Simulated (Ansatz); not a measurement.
Cost and result for the atomization energy of C$_{3}$H$_{3}$FOSe (`F/C([SeH])=C1/CO1`) (9 atoms, 9 bonds).

```csv
atom,x (Å),y (Å),z (Å)
F1,1.666,1.067,1.194
C2,0.677,0.815,0.322
Se3,0.013,2.256,-0.691
C4,0.265,-0.422,0.132
C5,-0.537,-1.452,-0.433
O6,0.530,-1.672,0.549
H7,-0.761,2.866,0.405
H8,-1.538,-1.628,-0.052
H9,-0.315,-1.829,-1.426
```

The species carries charge 0 and has multiplicity 1. Correlated methods include outer-core shells of Se, which these sets cover unevenly. Scalar relativity is left out up to krypton. All single points use the PBE0-D4/def2-TZVP geometry. It is one conformer, not always the lowest. Program: Ansatz. All runs use 4 threads of an AMD EPYC 7B13 on a shared host. Times are those of one run each, without the atoms' runs, and a repeat can differ threefold. Electronic energies, without spin–orbit coupling; frozen cores. CCSD(T)/CBS adds CCSD(T) − MP2 in def2-TZVPP to the MP2 limit, and its time is that of the two runs behind it. T1 = 0.013. With those shells the extrapolation isn't a true limit. B3LYP takes the VWN-RPA correlation (the form of Gaussian; ORCA's B3LYP/G).

CCSD(T)/CBS is a level of theory with its own doubt, some kJ/mol a heavy atom from the limit and from the frozen cores, so smaller differences don't rank the functionals.

```json
{"level": "PBE-D4/def2-TZVPP (with forces)", "functions": "245", "wall time": "2.5 s", "atomization (kcal/mol)": "886.4", "difference from CCSD(T)/CBS": "48.8", "per bond": "5.4"}
{"level": "PBE0-D4/def2-TZVPP", "functions": "245", "wall time": "2.9 s", "atomization (kcal/mol)": "851.9", "difference from CCSD(T)/CBS": "14.3", "per bond": "1.6"}
{"level": "B3LYP-D4/def2-TZVPP (with forces)", "functions": "245", "wall time": "4.7 s", "atomization (kcal/mol)": "837.7", "difference from CCSD(T)/CBS": "0.1", "per bond": "0.0"}
{"level": "r2SCAN-D4/def2-TZVPP (with forces)", "functions": "245", "wall time": "4.8 s", "atomization (kcal/mol)": "848.8", "difference from CCSD(T)/CBS": "11.2", "per bond": "1.3"}
{"level": "B2PLYP/def2-TZVPP", "functions": "245", "wall time": "6.5 s", "atomization (kcal/mol)": "829.1", "difference from CCSD(T)/CBS": "-8.5", "per bond": "-0.9"}
{"level": "ωB97X-V/def2-TZVPP", "functions": "245", "wall time": "7.5 s", "atomization (kcal/mol)": "842.7", "difference from CCSD(T)/CBS": "5.1", "per bond": "0.6"}
{"level": "ωB97M-V/def2-TZVPP (with forces)", "functions": "245", "wall time": "11 s", "atomization (kcal/mol)": "841.0", "difference from CCSD(T)/CBS": "3.4", "per bond": "0.4"}
{"level": "MP2/def2-QZVPP", "functions": "464", "wall time": "24 s", "atomization (kcal/mol)": "858.2", "difference from CCSD(T)/CBS": "20.6", "per bond": "2.3"}
{"level": "CCSD(T)/def2-TZVPP", "functions": "245", "wall time": "3.8 min", "atomization (kcal/mol)": "811.8", "difference from CCSD(T)/CBS": "-25.8", "per bond": "-2.9"}
{"level": "CCSD(T)/CBS(def2)", "functions": "–", "wall time": "4.2 min", "atomization (kcal/mol)": "837.6", "difference from CCSD(T)/CBS": "0.0", "per bond": "0.0"}
```

The D4 term adds +7.7 kcal/mol with B3LYP and +4.0 kcal/mol with PBE0; it sums over pairs of atoms, weighted by their polarisabilities, and B3LYP, whose exchange is more repulsive, gets the larger term. From PBE to PBE0 (25 % exact exchange), in def2-TZVPP and without D4, the atomization energy moves by −33.8 kcal/mol: exact exchange takes away binding that semilocal exchange gives to molecules. In def2-TZVPP, CCSD(T) changes the Hartree–Fock value by +265.2 kcal/mol (the triples alone add +21.8 kcal/mol) and MP2 by +296.4 kcal/mol; breaking electron pairs costs correlation energy, which Hartree–Fock lacks.
